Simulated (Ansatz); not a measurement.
Reactions of `CB(S)CCl`.

Program: Ansatz. Geometries: PBE0-D4/def2-TZVP. ΔE: electronic, gas phase. CCSD(T)/CBS is the MP2 limit (def2-TZVPP, def2-QZVPP) plus CCSD(T) − MP2 in def2-TZVPP, frozen cores. This one scheme is used for every species. Elements past krypton have def2 core potentials. For Sn outer-core shells are correlated without core-valence functions, which leaves a few kJ/mol of doubt a bond. Each species was taken in one conformer, which may not be the lowest.

Problem. Order these by ΔE at CCSD(T)/CBS, lowest first. (Estimate.)
A. `CB(S)CCl` + `[OH][SnH3]` → `CB(O)S` + `Cl[CH2][SnH3]`
B. `CB(S)CCl` + `N[SiH2]OCO` → `CB(N)CCl` + `OCO[SiH2]S`
C. `CB(S)CCl` + `CN(C)B(F)F` → `CB(F)CCl` + `CN(C)B(F)S`
D. `CB(S)CCl` + H₂ → `CBS` + `CCl`

Solution. A (-16.8 kcal/mol), B (-10.2 kcal/mol), D (-2.7 kcal/mol), C (+7.6 kcal/mol).

Largest T1 diagnostic: 0.014, for `[OH][SnH3]`.
